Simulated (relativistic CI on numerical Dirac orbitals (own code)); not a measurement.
# Co³⁺ in a cubic cluster: 2p photoemission with charge transfer

Computed with a charge-transfer multiplet model of a cubic metal-ligand cluster with up to 3 ligand holes, Slater and spin-orbit integrals from Dirac-Coulomb-Breit ions, Slater integrals scaled by 0.7. The ground state mixes d6 with configurations of k ligand holes L, whose averages lie at kΔ + k(k − 1)U_dd/2; a core hole lowers each added d electron by U_cd. 20 K, Lorentzian 0.6 eV and Gaussian 0.8 eV FWHM.

Atomic integrals in eV (Slater integrals scaled, ζ unscaled), ground: F2dd 8.824, F4dd 5.512, zeta_d 0.071; with the core hole: F2dd 10.024, F4dd 6.297, zeta_d 0.102, zeta_core 9.658, F2cd 6.005, G1cd 4.623, G3cd 2.630.

Cluster parameters (eV): Δ = -0.4, U_cd = 7.5, 10Dq = 1.3, 10Dq(ligand) = 1.2, V(eg) = 3.2, V(t2g) = -1.53, final-state hopping factor = 0.8.

```
         Case   n_d    d6   d7L  d8L2  d9L3     S
U_dd = 4.4 eV  7.14  0.20  0.50  0.27  0.03  0.01
U_dd = 5.1 eV  7.08  0.21  0.52  0.24  0.03  0.01
U_dd = 5.8 eV  7.04  0.23  0.53  0.22  0.02  0.01
```

Weights, n_d and S are thermal averages at 20 K. Binding energies count from the first peak over 30 % of the highest in each spectrum, which can be another peak from case to case. The parameters are a model scan and need not match a compound or its usual spin state. Peaks in eV (height, largest 100):
- U_dd = 4.4 eV: 0.0 (100), 2.9 (7), 4.8 (7), 9.0 (26), 11.9 (8), 15.0 (49), 17.1 (8), 24.0 (13)
- U_dd = 5.1 eV: 0.0 (100), 2.9 (8), 4.7 (7), 9.0 (24), 11.9 (7), 15.0 (49), 17.1 (8), 24.0 (12)
- U_dd = 5.8 eV: 0.0 (100), 2.9 (8), 4.7 (7), 9.1 (21), 11.9 (6), 15.0 (49), 17.1 (8), 24.1 (10)

For the case U_dd = 5.8 eV, Δ = -0.4 eV is smaller than U_dd = 5.8 eV, the charge-transfer side of the Zaanen-Sawatzky-Allen scheme (negative Δ: between configuration averages a ligand hole costs less than the nominal valence; multiplet and field energies can change this for the lowest states). With the core hole the average of the configuration with one ligand hole lies at Δ − U_cd = -7.9 eV before mixing: it lies below the unscreened one, so the lowest final states are mostly screened and the unscreened weight appears at higher binding energy as a satellite.

With at most 3 ligand holes the space is cut while the next configuration still counts, so covalency is underestimated, and a final configuration with one more ligand hole, which can lie low, is missing from the spectra.
